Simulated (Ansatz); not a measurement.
## Molecular dynamics of GaH4NO

The input (input.yaml):

```yaml
crystal:
  periodic: [false, false, false]
  atoms:
    - { symbol: Ga, position_ang: [0.263628, 0.319447, -0.486581] }
    - { symbol: O, position_ang: [0.603536, 0.065718, 1.474909] }
    - { symbol: H, position_ang: [0.506777, -0.857135, 1.797796] }
    - { symbol: H, position_ang: [1.641857, 0.166636, 0.357554] }
    - { symbol: "N", position_ang: [-1.476401, -0.088916, -0.922244] }
    - { symbol: H, position_ang: [-2.195439, -0.021534, -0.192929] }
    - { symbol: H, position_ang: [-1.871159, 0.134386, -1.840105] }
basis:
  gaussian: { orbitals: def2-SVP }
hamiltonian:
  xc: pbe
md:
  timestep: 0.5
  n_steps: 200
  ensemble: nve
  temperature: 100.0
  initial_velocities: maxwell_boltzmann
  seed: 9316
```

Launched with:

```bash
$ ansatz run input.yaml --threads 1 --pin off --max-ram 2048MiB --backend cpu --events-out ev --progress --plain --runs-dir out
```

It starts at the highest image of a converged band. Of that band: The profile has 2 maxima (images 3, 6) with wells between them (image 4): this band takes more than one step, which may be the mechanism or a detour left from its start path. Neighbouring images differ by up to 1.4 eV, so the band resolves the path poorly. A vibrational analysis at the climbing image gives one clearly imaginary mode, 1117i cm⁻¹: a first-order saddle point.

Output, in part (one step line in 4, the closing report, with atoms numbered from 0):

```
md step     0: t =     0.00 fs  T =   100.0 K  F+E_penalty+E_count = -55957.70188640 eV  E_kin = 0.064630 eV  conserved = -55957.63725640 eV  (29 SCF iters)
md step     4: t =     2.00 fs  T =    86.4 K  F+E_penalty+E_count = -55957.69299404 eV  E_kin = 0.055859 eV  conserved = -55957.63713551 eV  (31 SCF iters)
md step     8: t =     4.00 fs  T =    74.8 K  F+E_penalty+E_count = -55957.68547547 eV  E_kin = 0.048348 eV  conserved = -55957.63712747 eV  (31 SCF iters)
md step    12: t =     6.00 fs  T =    78.6 K  F+E_penalty+E_count = -55957.68788346 eV  E_kin = 0.050809 eV  conserved = -55957.63707456 eV  (31 SCF iters)
md step    16: t =     8.00 fs  T =   112.0 K  F+E_penalty+E_count = -55957.70947362 eV  E_kin = 0.072358 eV  conserved = -55957.63711588 eV  (30 SCF iters)
md step    20: t =    10.00 fs  T =   165.1 K  F+E_penalty+E_count = -55957.74381038 eV  E_kin = 0.106709 eV  conserved = -55957.63710131 eV  (29 SCF iters)
md step    24: t =    12.00 fs  T =   251.4 K  F+E_penalty+E_count = -55957.79941616 eV  E_kin = 0.162503 eV  conserved = -55957.63691305 eV  (30 SCF iters)
md step    28: t =    14.00 fs  T =   435.1 K  F+E_penalty+E_count = -55957.91805332 eV  E_kin = 0.281201 eV  conserved = -55957.63685250 eV  (30 SCF iters)
md step    32: t =    16.00 fs  T =   758.3 K  F+E_penalty+E_count = -55958.12687994 eV  E_kin = 0.490121 eV  conserved = -55957.63675874 eV  (29 SCF iters)
md step    36: t =    18.00 fs  T =  1255.6 K  F+E_penalty+E_count = -55958.44849536 eV  E_kin = 0.811462 eV  conserved = -55957.63703325 eV  (29 SCF iters)
md step    40: t =    20.00 fs  T =  1848.9 K  F+E_penalty+E_count = -55958.83252467 eV  E_kin = 1.194961 eV  conserved = -55957.63756368 eV  (27 SCF iters)
md step    44: t =    22.00 fs  T =  2373.7 K  F+E_penalty+E_count = -55959.17223857 eV  E_kin = 1.534108 eV  conserved = -55957.63813015 eV  (28 SCF iters)
md step    48: t =    24.00 fs  T =  2665.5 K  F+E_penalty+E_count = -55959.36103373 eV  E_kin = 1.722683 eV  conserved = -55957.63835037 eV  (29 SCF iters)
md step    52: t =    26.00 fs  T =  2685.7 K  F+E_penalty+E_count = -55959.37381674 eV  E_kin = 1.735755 eV  conserved = -55957.63806163 eV  (29 SCF iters)
md step    56: t =    28.00 fs  T =  2547.1 K  F+E_penalty+E_count = -55959.28399108 eV  E_kin = 1.646183 eV  conserved = -55957.63780839 eV  (29 SCF iters)
md step    60: t =    30.00 fs  T =  2353.9 K  F+E_penalty+E_count = -55959.15893885 eV  E_kin = 1.521311 eV  conserved = -55957.63762737 eV  (28 SCF iters)
md step    64: t =    32.00 fs  T =  2171.3 K  F+E_penalty+E_count = -55959.04099120 eV  E_kin = 1.403331 eV  conserved = -55957.63766006 eV  (29 SCF iters)
md step    68: t =    34.00 fs  T =  1995.9 K  F+E_penalty+E_count = -55958.92776647 eV  E_kin = 1.289950 eV  conserved = -55957.63781634 eV  (29 SCF iters)
md step    72: t =    36.00 fs  T =  1770.7 K  F+E_penalty+E_count = -55958.78244346 eV  E_kin = 1.144410 eV  conserved = -55957.63803388 eV  (29 SCF iters)
md step    76: t =    38.00 fs  T =  1412.0 K  F+E_penalty+E_count = -55958.55063732 eV  E_kin = 0.912572 eV  conserved = -55957.63806526 eV  (27 SCF iters)
md step    80: t =    40.00 fs  T =   926.1 K  F+E_penalty+E_count = -55958.23567821 eV  E_kin = 0.598523 eV  conserved = -55957.63715518 eV  (29 SCF iters)
md step    84: t =    42.00 fs  T =   628.9 K  F+E_penalty+E_count = -55958.04272108 eV  E_kin = 0.406451 eV  conserved = -55957.63626962 eV  (29 SCF iters)
md step    88: t =    44.00 fs  T =   794.0 K  F+E_penalty+E_count = -55958.15032278 eV  E_kin = 0.513187 eV  conserved = -55957.63713600 eV  (29 SCF iters)
md step    92: t =    46.00 fs  T =  1160.6 K  F+E_penalty+E_count = -55958.38810692 eV  E_kin = 0.750122 eV  conserved = -55957.63798460 eV  (29 SCF iters)
md step    96: t =    48.00 fs  T =  1416.1 K  F+E_penalty+E_count = -55958.55315069 eV  E_kin = 0.915222 eV  conserved = -55957.63792860 eV  (29 SCF iters)
md step   100: t =    50.00 fs  T =  1544.6 K  F+E_penalty+E_count = -55958.63580492 eV  E_kin = 0.998267 eV  conserved = -55957.63753794 eV  (30 SCF iters)
md step   104: t =    52.00 fs  T =  1667.9 K  F+E_penalty+E_count = -55958.71535107 eV  E_kin = 1.077950 eV  conserved = -55957.63740156 eV  (30 SCF iters)
md step   108: t =    54.00 fs  T =  1851.0 K  F+E_penalty+E_count = -55958.83371035 eV  E_kin = 1.196282 eV  conserved = -55957.63742801 eV  (29 SCF iters)
md step   112: t =    56.00 fs  T =  2089.3 K  F+E_penalty+E_count = -55958.98791128 eV  E_kin = 1.350307 eV  conserved = -55957.63760400 eV  (29 SCF iters)
md step   116: t =    58.00 fs  T =  2304.9 K  F+E_penalty+E_count = -55959.12749103 eV  E_kin = 1.489631 eV  conserved = -55957.63785999 eV  (29 SCF iters)
md step   120: t =    60.00 fs  T =  2385.8 K  F+E_penalty+E_count = -55959.17968344 eV  E_kin = 1.541935 eV  conserved = -55957.63774889 eV  (28 SCF iters)
md step   124: t =    62.00 fs  T =  2325.1 K  F+E_penalty+E_count = -55959.14043870 eV  E_kin = 1.502704 eV  conserved = -55957.63773498 eV  (29 SCF iters)
md step   128: t =    64.00 fs  T =  2133.1 K  F+E_penalty+E_count = -55959.01657103 eV  E_kin = 1.378625 eV  conserved = -55957.63794580 eV  (29 SCF iters)
md step   132: t =    66.00 fs  T =  1792.0 K  F+E_penalty+E_count = -55958.79601109 eV  E_kin = 1.158162 eV  conserved = -55957.63784868 eV  (30 SCF iters)
md step   136: t =    68.00 fs  T =  1360.5 K  F+E_penalty+E_count = -55958.51674880 eV  E_kin = 0.879284 eV  conserved = -55957.63746439 eV  (30 SCF iters)
md step   140: t =    70.00 fs  T =   991.1 K  F+E_penalty+E_count = -55958.27741115 eV  E_kin = 0.640559 eV  conserved = -55957.63685179 eV  (30 SCF iters)
md step   144: t =    72.00 fs  T =   888.5 K  F+E_penalty+E_count = -55958.21104985 eV  E_kin = 0.574222 eV  conserved = -55957.63682793 eV  (31 SCF iters)
md step   148: t =    74.00 fs  T =  1058.6 K  F+E_penalty+E_count = -55958.32159336 eV  E_kin = 0.684201 eV  conserved = -55957.63739189 eV  (31 SCF iters)
md step   152: t =    76.00 fs  T =  1301.4 K  F+E_penalty+E_count = -55958.47891188 eV  E_kin = 0.841112 eV  conserved = -55957.63779943 eV  (29 SCF iters)
md step   156: t =    78.00 fs  T =  1468.8 K  F+E_penalty+E_count = -55958.58684395 eV  E_kin = 0.949282 eV  conserved = -55957.63756167 eV  (30 SCF iters)
md step   160: t =    80.00 fs  T =  1623.4 K  F+E_penalty+E_count = -55958.68635712 eV  E_kin = 1.049173 eV  conserved = -55957.63718439 eV  (29 SCF iters)
md step   164: t =    82.00 fs  T =  1853.5 K  F+E_penalty+E_count = -55958.83566725 eV  E_kin = 1.197929 eV  conserved = -55957.63773866 eV  (29 SCF iters)
md step   168: t =    84.00 fs  T =  1992.9 K  F+E_penalty+E_count = -55958.92623487 eV  E_kin = 1.288019 eV  conserved = -55957.63821568 eV  (29 SCF iters)
md step   172: t =    86.00 fs  T =  1909.9 K  F+E_penalty+E_count = -55958.87224237 eV  E_kin = 1.234359 eV  conserved = -55957.63788301 eV  (28 SCF iters)
md step   176: t =    88.00 fs  T =  1729.5 K  F+E_penalty+E_count = -55958.75515458 eV  E_kin = 1.117756 eV  conserved = -55957.63739895 eV  (28 SCF iters)
md step   180: t =    90.00 fs  T =  1631.9 K  F+E_penalty+E_count = -55958.69169560 eV  E_kin = 1.054720 eV  conserved = -55957.63697548 eV  (28 SCF iters)
md step   184: t =    92.00 fs  T =  1754.9 K  F+E_penalty+E_count = -55958.77119590 eV  E_kin = 1.134182 eV  conserved = -55957.63701403 eV  (28 SCF iters)
md step   188: t =    94.00 fs  T =  2061.5 K  F+E_penalty+E_count = -55958.97032501 eV  E_kin = 1.332344 eV  conserved = -55957.63798111 eV  (28 SCF iters)
md step   192: t =    96.00 fs  T =  2262.8 K  F+E_penalty+E_count = -55959.10087393 eV  E_kin = 1.462458 eV  conserved = -55957.63841552 eV  (28 SCF iters)
md step   196: t =    98.00 fs  T =  2227.5 K  F+E_penalty+E_count = -55959.07765106 eV  E_kin = 1.439661 eV  conserved = -55957.63799030 eV  (27 SCF iters)
md step   200: t =   100.00 fs  T =  2077.0 K  F+E_penalty+E_count = -55958.97993000 eV  E_kin = 1.342352 eV  conserved = -55957.63757776 eV  (27 SCF iters)
Total energy: -55958.97996597 eV, -2056.4545833903 hartree
Atom 0 at     0.283889     0.300460    -0.399288 Å, force    -1.143164     0.065364    -2.061314 eV/Å
Atom 1 at     0.557475     0.193428     1.315744 Å, force     0.376962    -0.080025     1.303920 eV/Å
Atom 2 at    -0.306460    -0.165852     1.594423 Å, force     0.015569    -0.037079     0.466866 eV/Å
Atom 3 at     0.773627     0.587554    -1.827725 Å, force     1.107312     0.195645    -0.001569 eV/Å
Atom 4 at    -1.408208    -0.209840    -0.960220 Å, force    -2.362084     0.433138    -0.159331 eV/Å
Atom 5 at    -2.410472    -0.034085    -0.681259 Å, force     1.110724    -0.477786     0.953836 eV/Å
Atom 6 at    -1.592639     0.001364    -1.947142 Å, force     0.894681    -0.099256    -0.502408 eV/Å
Dipole moment:    -0.304972     0.083482    -0.099055 e Å
```

The run went to its last step. The conserved energy stayed within 0.17 meV per atom of its start (net change -0.046 meV per atom), so the integration is sound. The kinetic energy rose, since the run started high on the potential surface and went downhill. A run of 0.1 ps of so small a system gives no equilibrium averages. The orbitals stay closed-shell, which can raise the energy where a bond breaks towards radicals; this wasn't checked here.

Between its relaxed ends the band would form O2–H4 and break Ga1–O2, Ga1–H4. These pairs go: O2–H4 1.53 → 3.18 Å, Ga1–O2 2.01 → 1.74 Å, Ga1–H4 1.62 → 1.54 Å. In the last frame they stand as before the step (other bonds may differ from the relaxed reactants and products). It ends as one piece, GaH4NO. Pairs count as bonded within 1.25 times the sum of covalent radii (0.12 Å more for H–H).

Last frame:

```xyz
7
Properties=species:S:1:pos:R:3
Ga 0.284 0.300 -0.399
O 0.557 0.193 1.316
H -0.306 -0.166 1.594
H 0.774 0.588 -1.828
N -1.408 -0.210 -0.960
H -2.410 -0.034 -0.681
H -1.593 0.001 -1.947
```

The run took 5.8 min on 1 thread of Arm Neoverse V2, with other jobs on the host, peak memory 0.11 GiB.
